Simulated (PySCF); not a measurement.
C₂H₇ClOSi₂, SMILES O[SiH2]/C(Cl)=C/[SiH3]. The structure is a stationary point at r2SCAN-D4/def2-SVP. The structure was generated by enumeration; whether it is a known compound was not checked. One conformer was computed; it need not be the lowest.

### Question
Give the equilibrium geometry at r2SCAN-D4/def2-SVP (PySCF confirms it by a frequency run) as bond lengths and angles. (Estimate from the structure and the level; the computed values follow.)

### Answer
This is not unique; one that fits is 
Atoms: O1 Si2 C3 Cl4 C5 Si6 H7 H8 H9 H10 H11 H12 H13. Bonded distances (Å): O1–Si2 1.662, O1–H7 0.966, Si2–C3 1.884, Si2–H8 1.494, Si2–H9 1.485, C3–Cl4 1.781, C3–C5 1.343, C5–Si6 1.881, C5–H10 1.100, Si6–H11 1.492, Si6–H12 1.493, Si6–H13 1.493. Angles (°): Si2–O1–H7 115.5, O1–Si2–C3 110.0, O1–Si2–H8 112.1, O1–Si2–H9 107.4, C3–Si2–H8 107.3, C3–Si2–H9 108.9, H8–Si2–H9 111.1, Si2–C3–Cl4 110.9, Si2–C3–C5 129.5, Cl4–C3–C5 119.6, C3–C5–Si6 125.6, C3–C5–H10 115.0, Si6–C5–H10 119.4, C5–Si6–H11 108.3, C5–Si6–H12 110.5, C5–Si6–H13 110.5, H11–Si6–H12 109.2, H11–Si6–H13 109.3, H12–Si6–H13 109.0.
Charge 0, spin multiplicity 1.
